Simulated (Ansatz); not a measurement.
Isolated molecules relaxed with PBE0-D4/def2-TZVP in Ansatz; ΔE leaves out vibrations. CBS: MP2 limit from def2 TZ/QZ plus the TZ coupled-cluster correction, frozen cores. Functionals use def2-TZVPP. Elements past krypton have def2 core potentials. For Sn outer-core shells are correlated without core-valence functions, which leaves a few kJ/mol of doubt a bond. Each species was taken in one conformer, which may not be the lowest.

Consider the cleavage of the Si–Si bond: `O[Si]1([SiH3])[SiH2][SiH2]1` + `[OH][Sn][Cl]` → `[SiH3][O][Sn][Cl]` + `O[SiH]1[SiH2][SiH2]1`.

Q: Is it downhill or uphill in electronic energy at CCSD(T)/CBS, and by how much? (Best estimate.)

A: Ansatz gave: Downhill: ΔE = -94.3 kJ/mol.

Q: What do these levels give: PBE0-D4, ωB97X-V, ωB97M-V, B2PLYP, PBE, HF/def2-TZVPP, SCS-MP2/def2-TZVPP, CCSD/def2-TZVPP, HF/def2-QZVPP, MP2/def2-QZVPP, SCS-MP2/def2-QZVPP, MP2/CBS(def2)? (Best estimate.)

A: The calculation gave: PBE0-D4 -76.8, ωB97X-V -95.2, ωB97M-V -97.4, B2PLYP -100.7, PBE -68.4, HF/def2-TZVPP -131.5, SCS-MP2/def2-TZVPP -107.6, CCSD/def2-TZVPP -102.0, HF/def2-QZVPP -132.9, MP2/def2-QZVPP -99.6, SCS-MP2/def2-QZVPP -106.9, MP2/CBS(def2) -98.5 kJ/mol.

Largest T1 diagnostic among the species: 0.017.

In def2-TZVPP, CCSD(T) changes the Hartree–Fock value by +35.6 kJ/mol (the triples alone add +6.1 kJ/mol) and MP2 by +31.4 kJ/mol. From PBE to PBE0 (25 % exact exchange), in def2-TZVPP and without D4, ΔE moves by −10.3 kJ/mol.
